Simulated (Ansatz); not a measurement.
`N[SiH2]CCl`, relaxed with RKS PBE0-D4/def2-TZVP in the Gaussian-basis code of Ansatz from a PBE-D4/def2-SVP geometry. The force threshold is 0.005 eV/Å; the program also tests the step.

Charge 0, multiplicity 1.

Start:

```xyz
10

N    -1.172   -0.711   -1.084
Si    0.056    0.445   -0.648
C     0.864    0.173    1.064
Cl   -0.452    0.147    2.314
H    -1.987   -0.774   -0.467
H    -0.868   -1.652   -1.347
H    -0.564    1.812   -0.612
H     1.146    0.366   -1.685
H     1.406   -0.791    1.132
H     1.570    0.985    1.333
```

```
step  energy (eV)  largest force (eV/Å)  largest move (Å)
   1  -23017.2470                 0.572             0.000
   2  -23017.2887                 0.255             0.022
   3  -23017.2962                 0.104             0.015
   4  -23017.2976                 0.130             0.076
   5  -23017.2992                 0.066             0.017
   6  -23017.2993                 0.040             0.051
   7  -23017.2995                 0.048             0.035
   8  -23017.2997                 0.009             0.013
   9  -23017.2997                 0.002             0.004
```

End:

```xyz
10

N    -1.142   -0.722   -1.040
Si    0.050    0.433   -0.626
C     0.860    0.178    1.060
Cl   -0.415    0.187    2.317
H    -1.988   -0.788   -0.498
H    -0.874   -1.619   -1.410
H    -0.564    1.783   -0.595
H     1.128    0.353   -1.649
H     1.380   -0.779    1.135
H     1.565    0.974    1.305
```

Run time 23 s (2 threads of an Intel Xeon 6975P-C on a shared host); peak host memory 0.42 GiB.
